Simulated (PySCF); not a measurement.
C6H10OSi.
SMILES: `CO[Si]1(C)C=CC=C1`

The closed-shell SCF was solved with PySCF and density fitting under several settings on one GFN2-xTB geometry (grid level 2 and gas phase unless stated).

```json
{"settings": "PBE0/pcSseg-1", "basis functions": "193", "SCF cycles": "14", "E (Eh)": "-598.8444", "HOMO (eV)": "-6.61", "LUMO (eV)": "-1.60", "dipole (D)": "0.85"}
{"settings": "CAM-B3LYP/def2-SVPD", "basis functions": "247", "SCF cycles": "12", "E (Eh)": "-598.9191", "HOMO (eV)": "-7.87", "LUMO (eV)": "-0.49", "dipole (D)": "0.86"}
{"settings": "B3LYP/pcSseg-1", "basis functions": "193", "SCF cycles": "15", "E (Eh)": "-599.3656", "HOMO (eV)": "-6.36", "LUMO (eV)": "-1.75", "dipole (D)": "0.84"}
{"settings": "PBE0/pcSseg-1, start guess huckel", "basis functions": "193", "SCF cycles": "13", "E (Eh)": "-598.8444", "HOMO (eV)": "-6.61", "LUMO (eV)": "-1.60", "dipole (D)": "0.85"}
{"settings": "OLYP/cc-pVDZ, energy threshold 1e-06 Eh", "basis functions": "166", "SCF cycles": "9", "E (Eh)": "-599.2571", "HOMO (eV)": "-5.20", "LUMO (eV)": "-2.04", "dipole (D)": "0.52"}
```

**Question.** Estimate the row for these settings: PBE/STO-3G.

**Answer.** 
```
  settings  basis functions  SCF cycles     E (Eh)  HOMO (eV)  LUMO (eV)  dipole (D)
PBE/STO-3G               54          15  -591.5861      -2.53       0.89        0.43
```

**Question.** Over all rows, what range does the HOMO–LUMO gap span?

**Answer.** From 3.16 eV (OLYP/cc-pVDZ, energy threshold 1e-06 Eh) to 7.38 eV (CAM-B3LYP/def2-SVPD). The functional of the narrowest has no exact exchange, that of the widest range-separated exact exchange.

Cycle counts include a coarse-grid stage where the run had one.

Shape of the structure used: `[CH3:1][O:2][Si:3]1([CH3:4])[CH:5]=[CH:6][CH:7]=[CH:8]1`: C1–O2–Si3–C4 180°.

One conformer stands for the species.
